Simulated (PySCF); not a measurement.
# How methods differ on the ionisation energy of Sc

Sc [Ar] 3d1 4s2 (2D) → Sc+ [Ar] 3d1 4s1 (3D), as a difference of total energies. Calculation: PySCF 2.14, in cc-pVDZ-DK (6s5p3d1f, 43 functions); the spin-free X2C one-electron Hamiltonian (Gaussian nucleus). Correlated levels: valence: [Ar] frozen. The calculations carry no spin-orbit coupling.

| method | ionisation energy (eV) | error (eV) |
| --- | --- | --- |
| UHF | 5.397 | -1.165 |
| PBE0 | 6.375 | -0.187 |
| MP2 (valence) | 6.051 | -0.511 |
| SCS-MP2 (valence) | 6.181 | -0.381 |

Reference: 6.562 eV (measured; NIST levels, between the centres of gravity of the two terms).

Errors of the correlated levels include the incompleteness of this basis and the frozen core.

MP2 underrates the near-degeneracy of ns² with np² in the lower species.
